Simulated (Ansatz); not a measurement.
Hafnium tetrachloride + H–F → `[F][Hf]([Cl])([Cl])[Cl]` + HCl at 600 K and 1 bar (ligand exchange at the Hf–Cl bond).

Calculated with Ansatz (gas phase, PBE0-D4/def2-TZVP geometries, no zero-point term in ΔE). CBS: MP2 limit from def2 TZ/QZ plus the TZ coupled-cluster correction, frozen cores. This one scheme is used for every species. Elements past krypton have def2 core potentials. For Hf outer-core shells are correlated without core-valence functions, which leaves a few kJ/mol of doubt a bond.

```
                   species  CCSD(T)/CBS energy (Eh)  H − E (kJ/mol)  S (J/(mol·K))
`[Cl][Hf]([Cl])([Cl])[Cl]`              -1887.32756            66.4          447.1
                       H–F               -100.39570            42.3          194.0
 `[F][Hf]([Cl])([Cl])[Cl]`              -1527.34680            67.1          445.7
                       HCl               -460.38127            35.4          207.2
```

H − E and S are ideal-gas, rigid-rotor, harmonic terms from PBE0-D4/def2-TZVP. 1 Eh = 2625.50 kJ/mol, R = 8.31446 J/(mol·K).

**Question.** By hand: ΔE, ΔH, ΔS and ΔG.

**Answer.** ΔE = (-1527.34680) + (-460.38127) − (-1887.32756) − (-100.39570) = -0.00481 Eh = -12.6 kJ/mol. Δ(H − E) = 67.1 + 35.4 − 66.4 − 42.3 = -6.2, so ΔH = -18.8 kJ/mol. ΔS = 445.7 + 207.2 − 447.1 − 194.0 = 11.8 J/(mol·K). ΔG = -18.8 − 600 × (11.8)/1000 = -25.9 kJ/mol.

**Question.** By hand: the equilibrium constant, and the temperature at which ΔG would vanish if ΔH and ΔS stayed fixed.

**Answer.** log₁₀ K = −ΔG/(RT ln 10) = 2.3. ΔH and −TΔS have one sign here, so there is no such temperature.

TΔS isn't small against ΔH here. A doubt of 5 kJ/mol in ΔE shifts log₁₀ K by 0.4 here. These are equilibria of isolated gas molecules and say nothing of rates. Largest T1 diagnostic: 0.014 (customary marks: 0.02 for closed shells, 0.045 for open ones).
